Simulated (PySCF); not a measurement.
M06 single point of singlet HSbO at its PBE0 minimum.

Input, equivalent to the run apart from its starting density:

```python
from pyscf import gto, scf, dft
mol = gto.M(atom='''
Sb     0.149603     0.000000    -0.143399
O     -1.225167     0.000000     1.032165
H      1.501156     0.000000     0.968067''',
    basis={'Sb': 'def2-TZVP', 'O': 'def2-TZVP', 'H': 'def2-TZVP'},
    ecp={'Sb': 'def2-TZVP'},
    charge=0, spin=0)
mf = dft.RKS(mol, xc='M06')
mf.grids.atom_grid = (90, 434)
aux = {'Sb': 'def2-universal-JKFIT', 'O': 'def2-universal-JKFIT', 'H': 'def2-universal-JKFIT'}
mf = mf.density_fit(auxbasis=aux)
mf.conv_tol = 1e-08
mf.diis_space = 10
mf.max_cycle = 60
mf.verbose = 4
mf.kernel()
```

SCF log (excerpt):

```
init E= -316.094390588851
  HOMO = -0.266053106901595  LUMO = -0.127637595557381  gap/eV = 3.76648
cycle= 1 E= -316.093678288559  delta_E= 0.000712  |g|= 0.116  |ddm|= 0.237
  HOMO = -0.239114337396582  LUMO = -0.121341303587347  gap/eV = 3.20477
cycle= 2 E= -316.059005356828  delta_E= 0.0347  |g|= 0.421  |ddm|= 0.308
  HOMO = -0.262514485457878  LUMO = -0.127717657034992  gap/eV = 3.66801
cycle= 3 E= -316.096458708037  delta_E= -0.0375  |g|= 0.0123  |ddm|= 0.246
  HOMO = -0.262310792472867  LUMO = -0.127366007317217  gap/eV = 3.67203
cycle= 4 E= -316.09649486892  delta_E= -3.62e-05  |g|= 0.00318  |ddm|= 0.016
  HOMO = -0.262263107124522  LUMO = -0.127375491251854  gap/eV = 3.67048
cycle= 5 E= -316.09649651439  delta_E= -1.65e-06  |g|= 0.000855  |ddm|= 0.00272
  HOMO = -0.262272554717573  LUMO = -0.127373743113299  gap/eV = 3.67078
cycle= 6 E= -316.096496646498  delta_E= -1.32e-07  |g|= 0.000234  |ddm|= 0.000626
  HOMO = -0.2622920989077  LUMO = -0.127382399379709  gap/eV = 3.67108
cycle= 7 E= -316.096496658323  delta_E= -1.18e-08  |g|= 3.82e-05  |ddm|= 0.000227
  HOMO = -0.262292577327994  LUMO = -0.127380471611076  gap/eV = 3.67115
cycle= 8 E= -316.09649665865  delta_E= -3.27e-10  |g|= 1.01e-05  |ddm|= 5.21e-05
  HOMO = -0.262290397937697  LUMO = -0.127380581164211  gap/eV = 3.67108
Extra cycle  E= -316.096496658413  delta_E= 2.37e-10  |g|= 3.56e-05  |ddm|= 2.94e-05
converged SCF energy = -316.096496658413
```

This run, together with those of the ionised and electron-attached species (not shown), took 8.3 s on 2 threads of a shared Arm Neoverse V2 host, with 87 basis functions; the process peaked at 0.8 GiB.
